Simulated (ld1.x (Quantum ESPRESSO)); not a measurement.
## Transferability test, ultrasoft potential for terbium (Tb)

| Property | Result |
| --- | --- |
| Element | terbium |
| Generator | ld1.x (Quantum ESPRESSO) 7.5 |
| Type | ultrasoft |
| Functional | Wu–Cohen |
| Relativity | non-relativistic |
| Frozen core | [Kr] 4d10 |
| Valence charge | 19 |
| Reference configuration | 4f9 5s2 5p6 5d0 6s2 6p0 |
| Partial waves | 5s (bound): rcut 1.85, rcutus 2.10 bohr; 6s (bound): rcut 1.85, rcutus 2.10 bohr; 5p (bound): rcut 2.15, rcutus 2.25 bohr; 6p (bound, empty): rcut 2.15, rcutus 2.25 bohr; 5d (bound, empty): rcut 2.50, rcutus 3.10 bohr; 5d channel at 0.3 Ry: rcut 2.50, rcutus 3.10 bohr; 4f (bound): rcut 1.25, rcutus 1.35 bohr; 4f channel at 1.9 Ry: rcut 1.25, rcutus 1.35 bohr |
| Local potential | all-electron potential smoothed inside 2.05 bohr (lloc = -1) |
| Core correction | a·sin(br)/r model core, default radius (core density twice the valence density) |
| Augmentation charge | PSQ, inside the norm-conserving radii |

Energies are relative to the spin-unpolarised reference configuration 4f9 5s2 5p6 5d0 6s2 6p0; without spin polarisation the order of configurations can differ from experiment. Not all tests gave a result: test run stopped at test 6 of 7 (negative rho).

Its overlap operator is not positive definite in a basis up to 400 Ry (lowest eigenvalue s -1.06, p -0.0003), so the file is unfit for use: the generalised eigenproblem breaks down once the basis is large enough, and its test numbers describe a broken file.

```
  valence configuration  charge  ΔE all-electron (eV)  error AE − PS (meV)
4f9 5s2 5p6 5d0 6s1 6p0      +1                 5.761                 -0.1
4f9 5s2 5p6 5d0 6s0 6p0      +2                16.357                  0.0
4f8 5s2 5p6 5d0 6s0 6p0      +3                45.461                -1159
4f9 5s1 5p6 5d0 6s2 6p0      +1                46.795                  -66
4f9 5s2 5p6 5d0 6s1 6p1       0                 2.187                 -0.4
```

Levels in the configuration 4f9 5s2 5p6 5d0 6s0 6p0:

| level | all-electron (eV) | pseudo (eV) |
| --- | --- | --- |
| 4f | -20.116 | -20.193 |
| 5s | -54.468 | -54.472 |
| 5p | -37.316 | -37.315 |

The ghost test of this file was not conclusive.
